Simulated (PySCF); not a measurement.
Vertical excitations of a molecule C6H4N2 from TDA-M06-2X/def2-SVPD (PySCF), as energy in eV (oscillator strength): 4.45 (0.008), 4.48 (0.000), 5.56 (0.000), 5.57 (0.037), 5.73 (0.404), 6.06 (0.000), 6.10 (0.004), 6.39 (0.000), 7.04 (0.000), 7.13 (0.007). Lowest triplet (TDA): 3.98 eV. The structure is a stationary point at PBE0-D3(BJ)/def2-SVP. The values are those of a single conformer.

Task: Pick the molecule that these values belong to.
A) N#Cc1ccccn1
B) C#Cc1ncccn1
C) C#Cc1cncnc1
D) N#C/C=C/C=C/C#N

Result: C, C#Cc1cncnc1
